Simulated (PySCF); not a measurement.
C8H8N2.
SMILES with atom numbers: `[CH:1]#[C:2][c:3]1[cH:4][cH:5][n:6][n:7]1[CH:8]1[CH2:9][CH2:10]1`

Probes without a nucleus sit at each ring's centroid and 1 Å off its mean plane on both sides; NICS is minus the shielding there, NICSzz its component along the normal. Level: GIAO PBE0/pcSseg-1 (PySCF, non-relativistic, gas phase) on the GFN2-xTB geometry, one conformer.

Rings: 1. C3–C4–C5–N6–N7; 2. C8–C9–C10.

```csv
set,NICS(0),"NICS(1), two faces","NICS(1)zz, two faces"
P,-40.5,-8.3 / -6.2,-23.1 / -19.9
Q,-13.1,-11.6 / -11.6,-28.5 / -28.5
```

Q: Which set (ppm) belongs to which ring?

A: P = 2, Q = 1.
- 1 (5-membered ring with 2 N; formal bonds all aromatic): mean NICS(1)zz -28.5 ppm, shielded. For a flat ring without four-coordinate atoms the NICS criterion counts such a value as aromatic.
- 2 (3-membered carbocycle; formal bonds all single): mean NICS(1)zz -21.5 ppm, shielded. C8, C9, C10 have four or more neighbours; no verdict on aromaticity is drawn.

Q: How do the rings differ in shape?

A: 
```
ring                   bond lengths (Å)  rms pucker (Å)  HOMA  nearest outside atom to a NICS(1) probe (Å)
   1  1.389, 1.395, 1.322, 1.325, 1.359            0.00  0.98                                hydrogen 2.41
   2                1.501, 1.498, 1.501            0.00     –                                hydrogen 1.43
```

HOMA = 1 − mean of α(R − Ropt)² over the ring bonds, with Krygowski's 1993 parameters (CC: Ropt 1.388 Å, α 257.7 Å⁻²; CN: Ropt 1.334 Å, α 93.52 Å⁻²; NN: Ropt 1.309 Å, α 130.33 Å⁻²). A dash marks a ring with a four-coordinate atom, a triple bond, no multiple bond or a kind of bond without parameters.

Conformer computed: `[CH:1]#[C:2][c:3]1[cH:4][cH:5][n:6][n:7]1[CH:8]1[CH2:9][CH2:10]1`: N6–N7–C8–C9 35°.
